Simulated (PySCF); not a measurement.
**Electron correlation in Ru⁻ (ruthenium, charge -1)**

[Kr] 4d7 5s2, high-spin 4F determinant. Calculation: PySCF 2.14, in aug-cc-pVTZ-PP with one added diffuse shell each of s, p, d, f, g type with ECP28MDF (7s7p6d4f3g, 113 functions); a scalar-relativistic core potential. Frozen: 4s2 4p6; 9 electrons correlated.

MP2 pair energies summed by pair of shells (mhartree):

```csv
pair,energy,share (%)
4d-4d,-162.22,77.4
4d-5s,-39.14,18.7
5s-5s,-8.30,4.0
```

Total MP2 correlation energy: -209.66 mhartree.

Same-spin part -87.08 and opposite-spin part -122.58 mhartree; SCS-MP2 scales them by 1/3 and 6/5 to -176.12 mhartree.

The Hartree-Fock reference does not bind the outermost electron (its level is positive or very diffuse), so these energies belong to a reference that the basis holds together.
